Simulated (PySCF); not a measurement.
Cd(Et)(OSiH3) (C₂H₈CdOSi), SMILES [SiH3][O][Cd][CH2]C.

Geometry optimised at PBE-D3(BJ)/def2-SVP. The def2 effective core potentials stand for the cores of Cd; spin–orbit coupling is left out. The values are those of a single conformer.

These are PySCF with PBE0/def2-TZVP values and carry that method's errors.

* **total energy**: -613.29809 hartree
* **highest occupied level**: -7.61 eV
* **lowest empty level**: -0.93 eV
* **orbital gap**: 6.68 eV
* **dipole moment**: 3.49 D
* **quadrupole, principal values (traceless, Buckingham form, about the centre of nuclear charge)**: -8.14, 3.24, 4.91 D·Å
* **mean static polarisability**: 86.8 bohr³ (12.86 Å³)
* **polarisability, principal values**: 69.1, 72.8, 118.4 bohr³
